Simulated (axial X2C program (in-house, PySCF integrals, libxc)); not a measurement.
## Worked dissociation energy of CrGa: B97-3, without spin–orbit coupling

Calculated with an in-house all-electron X2C program for linear molecules (integrals from PySCF). Spin-free means the one-electron spin-free X2C Hamiltonian. Basis: Ga dyall-cv3z [9s9p7d4f1g], Cr dyall-cv3z [9s10p6d3f2g] (cores contracted in-house); Gaussian nuclei, density fitting, unrestricted open shells. Masses: Ga 68.926 u, Cr 51.941 u.

Molecular state: M_S = 5/2, Λ = 0 (beyond evenly filled blocks: σα, π+α, π-α, δ+α, δ-α).

```
E(Ga) (2M_S = 1, M_L = 0) : -1943.711188 hartree
E(Cr) (2M_S = 6, M_L = 0) : -1050.659281 hartree
E(CrGa) at Re             : -2994.425467 hartree
ωe                        : 170.7 cm⁻¹
ωexe                      : 0.581 cm⁻¹
```

(1) Work out De and D0.

Occupations by symmetry block were frozen at the best pattern of an incomplete PBE0 search. Dissociation energies refer to the lowest single-determinant-based atoms at the same level and basis. Other states lie close and PBE0, whose exact exchange favours high spin, may order them wrongly; the determinant shown need not be the ground state. The nearest other spin-free determinant of the search, M_S = 7/2, Λ = 1, lies 0.42 eV up at the distance of the search. The determinant is spin-polarised beyond a pure state at some levels (its spin-free form has ⟨S²⟩ too high), which makes Re and μ there less reliable. Spin-free De lacks the spin–orbit lowering of the heavy p-block atom, a tenth of an eV or more for 4p and 5p, up to an eV for 6p and one to two eV for 7p atoms, less what an open-shell molecule gains itself.

Each atomic determinant is the lowest at this level and need not be a pure term. Totals compare only within one Hamiltonian and basis.

Answers

(1) De = -1943.711188 + (-1050.659281) − (-2994.425467) = 0.05500 hartree = 1.497 eV. The zero-point energy is ωe/2 − ωexe/4 = 85 cm⁻¹ = 0.011 eV, so D0 = 1.486 eV.
